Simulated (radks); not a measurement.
Valence configurations of neutral gallium (all share [Ar]). Method: Dirac Kohn-Sham, BLYP, spin-unpolarised, spherical densities, finite nucleus; open shells are shared between the two j in proportion to 2j + 1; Fermi nuclear charge, rms radius 3.9973 fm; computed with a radial shooting solver on a logarithmic mesh with Libxc functionals. Energies are relative to 3d10 4s2 4p1; eigenvalues in eV.

valence	E (eV)	e(3d3/2)	e(3d5/2)	e(4p1/2)	e(4p3/2)	e(4s1/2)
3d10 4s2 4p1	0.000	-19.314	-18.852	-2.592	-2.476	-8.904
3d10 4s1.5 4p1.5	3.245	-20.276	-19.813	-2.981	-2.854	-9.481
3d10 4s1 4p2	6.582	-21.176	-20.713	-3.339	-3.202	-10.008
3d9.5 4s2 4p1.5	9.187	-23.696	-23.216	-3.249	-3.105	-10.117
3d9.5 4s1.5 4p2	12.711	-24.587	-24.107	-3.606	-3.451	-10.633
3d9.5 4s0.5 4p3	19.992	-26.243	-25.761	-4.255	-4.083	-11.564
3d9 4s2 4p2	20.283	-28.231	-27.734	-3.889	-3.716	-11.274
3d8 4s2 4p3	48.536	-37.758	-37.226	-5.143	-4.913	-13.475
3d7 4s2 4p4	85.378	-47.863	-47.295	-6.386	-6.097	-15.571

NIST lists [Ar] 3d10 4s2 4p1 as the ground configuration; this level of theory agrees among the configurations tried. The energies are those of spherical spin-averaged densities, not of single terms.
